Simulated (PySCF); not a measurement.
Electron correlation in Ag⁺ (silver, charge +1)

[Kr] 4d9 5s1, high-spin 3D determinant (an excited configuration). Calculation: PySCF 2.14, in def2-TZVPPD with the def2 core potential (28 electrons) (6s4p3d2f1g, 56 functions); a scalar-relativistic core potential. Frozen: 4s2 4p6; 10 electrons correlated.

| level | correlation energy (mhartree) |
| --- | --- |
| CCSD | -299.91 |
| (T) | -8.53 |
| CCSD(T) | -308.44 |

Diagnostics: T1 = 0.0081, D1 = 0.0349, largest double amplitude 0.026.

Cost of the coupled-cluster step: 5.4 s of wall time on 1 thread of Neoverse-V1 (shared host), for 10 correlated electrons.
